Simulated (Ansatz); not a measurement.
The first iterations of a band of ClF2H3W + H2 (9 atoms, charge 0, multiplicity 1).

Level of theory: RKS PBE/def2-SVP (Ansatz).

```yaml
movable_images: 9
climbing_image: yes
spring: 5.0 eV/Å²
optimiser: quadratic models (default)
start_path: through a guess of the saddle point
force_threshold: 0.03 eV/Å
iteration_limit: 60
end_points: relaxed
```

First end point:

```xyz
9
Properties=species:S:1:pos:R:3
W 0.228 -0.099 0.142
F 0.042 -0.460 1.943
Cl 2.426 -0.992 0.023
H -0.951 1.114 0.484
H -1.478 -0.140 -0.042
H -0.348 -1.559 -0.468
F 0.379 0.823 -1.449
H 1.689 1.691 0.960
H 0.987 2.023 1.025
```

Last end point:

```xyz
9
Properties=species:S:1:pos:R:3
W 0.210 0.390 -0.383
F 0.276 0.067 2.061
Cl 2.410 -0.416 0.231
H -0.818 1.573 0.257
H -1.361 -0.064 0.055
H -0.028 -1.191 0.136
F 0.183 0.624 -2.205
H 0.913 1.645 0.486
H 1.189 -0.227 1.981
```

| iteration | highest image above the first end (eV) | largest band force component (eV/Å) |
| --- | --- | --- |
| 1 | 5.584 | 5.333 |
| 2 | 3.708 | 2.807 |
| 3 | 2.416 | 2.146 |
| 4 | 1.782 | 1.391 |
| 5 | 1.407 | 0.872 |

Task: Does the band converge within its limit, and where does its top end?

Result: The forces met the threshold. It ended after 16 iterations with the highest image 1.293 eV above the first end. A vibrational analysis at the climbing image gives one clearly imaginary mode, 778i cm⁻¹: a first-order saddle point. The orbitals stay closed-shell, which can raise the energy where a bond breaks towards radicals; this wasn't checked here.

The run took 2.9 min on 2 threads of Intel(R) Xeon(R) 6975P-C (Granite Rapids) (shared host), peak memory 0.17 GiB.
